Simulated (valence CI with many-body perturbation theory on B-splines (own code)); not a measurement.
**Te XLVII: electric-dipole lines**

Level of theory: configuration interaction combined with many-body perturbation theory (CI+MBPT): four valence electrons over a frozen Dirac-Fock core [He], radial functions for each j: 11 s, 11 p, 10 d, 8 f, 5 g, 2 h, with the one-electron correlation potential Σ1 (screened to all orders), the two-electron term Σ2, the three-electron term Σ3, Breit, model QED; selected single and double excitations, second order for the rest, scaled by the run's own slope (own B-spline code, finite nucleus).

The last digits are not significant, and no measured levels were compared; by estimate large intervals hold to a few tenths of a per cent, small ones and those within an open d or f shell to about a per cent. Among the levels kept, up to 840 cm⁻¹ of a level comes from second order outside the variational space, and about a tenth of that is noise between levels of different J, which matters for small intervals.

Lines 201 to 250 of 546 in falling wavelength, among levels below 46708 × 10³ cm⁻¹, chosen from the strongest by gf and those to the six lowest levels. Wavelengths and rates use the calculated energies. Electric multipoles are in the length gauge, E1 and E2 with the static RPA response of the core. Weak lines are less certain than strong ones. Lines between different terms over intervals too small for the method are left out, as are lines whose strength nearly cancels. The highest levels of a list are the least certain.

Levels are named by their leading jj configuration (3d3/2^4 stands for four electrons in 3d with j = 3/2), which in mixed levels can hold well under half, so a name can repeat and another be missing. Letters in brackets count levels of one name in rising energy.

```csv
λ vac (Å),Upper,Lower,A (s⁻¹),S (a.u.) with core polarisation,S without
24.66,(2s 2p3/2^2 3p1/2) J=1 [a],(2s^2 2p3/2 3p1/2) J=2,3.41e+11,7.57e-03,7.59e-03
24.66,(2s 2p3/2^2 3d3/2) J=2 [b],(2s^2 2p3/2 3d3/2) J=1,1.88e+11,6.95e-03,6.97e-03
24.61,(2p1/2^2 2p3/2 3d5/2) J=3,(2s 2p1/2^2 3d5/2) J=2,1.56e+11,8.06e-03,8.08e-03
24.60,(2s 2p3/2^2 3d5/2) J=3 [c],(2s^2 2p3/2 3d5/2) J=2,2.05e+11,1.06e-02,1.06e-02
24.59,(2s 2p1/2 2p3/2 3p3/2) J=1 [d],(2s^2 2p1/2 3p3/2) J=2,4.39e+11,9.67e-03,9.68e-03
24.58,(2p1/2 2p3/2^2 3s) J=1 [b],(2s 2p1/2 2p3/2 3s) J=2 [c],5.80e+11,1.28e-02,1.28e-02
24.58,(2s 2p3/2^2 3d3/2) J=2 [c],(2s^2 2p3/2 3d3/2) J=3,5.52e+11,2.02e-02,2.03e-02
24.57,(2s 2p3/2^2 3d3/2) J=1 [c],(2s^2 2p3/2 3d3/2) J=0,3.22e+11,7.08e-03,7.09e-03
24.55,(2p1/2 2p3/2^2 3p3/2) J=2 [c],(2s 2p1/2 2p3/2 3p3/2) J=3 [c],4.01e+11,1.46e-02,1.47e-02
24.53,(2p1/2^2 2p3/2 3d3/2) J=3,(2s 2p1/2^2 3d3/2) J=2,3.02e+11,1.54e-02,1.54e-02
24.51,(2s 2p3/2^2 3s) J=1 [c],(2s^2 2p3/2 3s) J=1,5.75e+11,1.25e-02,1.26e-02
24.51,(2s 2p3/2^2 3d5/2) J=4 [b],(2s^2 2p3/2 3d5/2) J=4,6.50e+11,4.25e-02,4.26e-02
24.47,(2s 2p3/2^2 3p3/2) J=2 [c],(2s 2p1/2 2p3/2 3s) J=2 [b],2.82e+11,1.02e-02,1.02e-02
24.47,(2s 2p1/2 2p3/2 3p3/2) J=1 [c],(2s^2 2p1/2 3p3/2) J=1,3.18e+11,6.89e-03,6.91e-03
24.46,(2p1/2^2 2p3/2 3p1/2) J=2,(2s 2p1/2^2 3p1/2) J=1,2.14e+11,7.74e-03,7.75e-03
24.46,(2s 2p3/2^2 3s) J=1 [b],(2s^2 2p3/2 3s) J=2,3.91e+11,8.47e-03,8.49e-03
24.45,(2s 2p3/2^2 3p1/2) J=2 [b],(2s^2 2p3/2 3p1/2) J=2,8.34e+11,3.01e-02,3.01e-02
24.43,(2s 2p3/2^2 3p1/2) J=1 [b],(2s^2 2p3/2 3p1/2) J=1,7.43e+11,1.60e-02,1.61e-02
24.40,(2p1/2 2p3/2^2 3p3/2) J=1 [c],(2s 2p1/2 2p3/2 3p3/2) J=2 [c],4.42e+11,9.52e-03,9.54e-03
24.39,(2p1/2^2 2p3/2 3s) J=2,(2s 2p1/2^2 3s) J=1,3.73e+11,1.34e-02,1.34e-02
24.39,(2s 2p3/2^2 3d5/2) J=3 [b],(2s^2 2p3/2 3d5/2) J=4,7.04e+11,3.53e-02,3.53e-02
24.36,(2s 2p3/2^2 3p3/2) J=3 [b],(2s^2 2p3/2 3p3/2) J=3,5.56e+11,2.78e-02,2.79e-02
24.36,(2p1/2 2p3/2^2 3p1/2) J=3,(2s 2p1/2 2p3/2 3p1/2) J=3,4.11e+11,2.05e-02,2.05e-02
24.36,(2s 2p3/2^2 3d3/2) J=3 [b],(2s^2 2p3/2 3d3/2) J=3,4.67e+11,2.33e-02,2.33e-02
24.34,(2p1/2 2p3/2^2 3d5/2) J=3,(2s 2p1/2 2p3/2 3d5/2) J=2 [a],1.47e+11,7.30e-03,7.32e-03
24.32,(2s 2p1/2 2p3/2^2) J=0,(2s^2 2p1/2 2p3/2) J=1,5.21e+11,3.70e-03,3.71e-03
24.30,(2p1/2 2p3/2^2 3d3/2) J=4,(2s 2p1/2 2p3/2 3d3/2) J=4,1.81e+11,1.16e-02,1.16e-02
24.26,(2s 2p3/2^2 3s) J=2 [b],(2s^2 2p3/2 3s) J=2,7.79e+11,2.74e-02,2.75e-02
24.25,(2p1/2^2 2p3/2 3d5/2) J=1,(2s 2p1/2^2 3d5/2) J=2,4.14e+11,8.74e-03,8.76e-03
24.25,(2s 2p3/2^2 3d3/2) J=2 [b],(2s^2 2p3/2 3d3/2) J=2,3.93e+11,1.38e-02,1.39e-02
24.25,(2s 2p3/2^2 3d5/2) J=2 [c],(2s^2 2p3/2 3d5/2) J=3,7.55e+11,2.66e-02,2.66e-02
24.23,(2s 2p3/2^2 3p3/2) J=1 [c],(2s^2 2p3/2 3p3/2) J=2,3.71e+11,7.81e-03,7.82e-03
24.22,(2s 2p3/2^2 3d5/2) J=1 [b],(2s^2 2p3/2 3d5/2) J=2,6.02e+11,1.27e-02,1.27e-02
24.20,(2p1/2^2 2p3/2 3d3/2) J=1,(2s 2p1/2^2 3d3/2) J=1,3.36e+11,7.06e-03,7.08e-03
24.17,(2p1/2 2p3/2^2 3d5/2) J=4,(2s 2p1/2 2p3/2 3d3/2) J=4,1.14e+11,7.14e-03,7.15e-03
24.15,(2p1/2 2p3/2^2 3p3/2) J=4,(2s 2p1/2 2p3/2 3p3/2) J=4,3.40e+11,2.13e-02,2.13e-02
24.13,(2s 2p1/2^2 2p3/2) J=1,(2s^2 2p1/2^2) J=0,6.08e+11,1.26e-02,1.27e-02
24.06,(2p1/2 2p3/2^2 3p1/2) J=2 [b],(2s 2p1/2 2p3/2 3p1/2) J=2 [b],3.87e+11,1.33e-02,1.33e-02
24.00,(2p1/2 2p3/2^2 3s) J=3,(2s 2p1/2 2p3/2 3s) J=3,4.30e+11,2.06e-02,2.06e-02
23.98,(2p1/2^2 2p3/2 3p3/2) J=2,(2s 2p1/2^2 3p3/2) J=2,2.15e+11,7.33e-03,7.35e-03
23.94,(2s 2p3/2^2 3p3/2) J=2 [b],(2s^2 2p3/2 3p3/2) J=3,3.24e+11,1.10e-02,1.10e-02
23.92,(2p1/2^2 2p3/2 3d5/2) J=3,(2s 2p1/2^2 3d5/2) J=3,2.12e+11,1.00e-02,1.00e-02
23.90,(2s 2p1/2 2p3/2^2) J=2 [b],(2s^2 2p1/2 2p3/2) J=2,9.04e+11,3.05e-02,3.05e-02
23.76,(2p1/2 2p3/2^2 3p1/2) J=2 [a],(2s 2p1/2 2p3/2 3p1/2) J=2 [a],3.42e+11,1.13e-02,1.13e-02
23.73,(2s 2p1/2 2p3/2^2) J=1 [b],(2s^2 2p1/2 2p3/2) J=2,7.55e+11,1.49e-02,1.50e-02
23.71,(2p1/2 2p3/2^2 3d3/2) J=3,(2s 2p1/2 2p3/2 3d3/2) J=3 [a],2.56e+11,1.18e-02,1.18e-02
23.71,(2p1/2 2p3/2^2 3d3/2) J=4,(2s 2p1/2 2p3/2 3d5/2) J=4 [a],1.17e+11,6.92e-03,6.94e-03
23.70,(2p1/2 2p3/2^2 3p3/2) J=3 [a],(2s 2p1/2 2p3/2 3p3/2) J=3 [a],3.59e+11,1.65e-02,1.65e-02
23.67,(2s 2p1/2 2p3/2^2) J=1 [a],(2s^2 2p1/2 2p3/2) J=1,9.16e+11,1.80e-02,1.80e-02
23.62,(2p1/2 2p3/2^2 3p1/2) J=1 [a],(2s 2p1/2 2p3/2 3p1/2) J=1 [a],3.57e+11,6.97e-03,6.98e-03
```
